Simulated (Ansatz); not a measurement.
A geometry relaxed with B3LYP-D3(BJ)/def2-TZVP (Ansatz, an electronic-structure program), charge 0, multiplicity 1:

```xyz
9

C     -1.2402    -0.4537     0.2462
C      2.1023     0.1430    -0.8420
O     -0.3083     1.5449     1.1856
C     -0.1671     0.5804     0.4683
C      1.0813     0.3513    -0.2446
H     -1.4829    -0.5133    -0.8173
H      3.0146    -0.0231    -1.3622
H     -0.8737    -1.4382     0.5459
H     -2.1261    -0.1914     0.8200
```

Task: Write the SMILES of this molecule.

Result: `C#CC(C)=O`
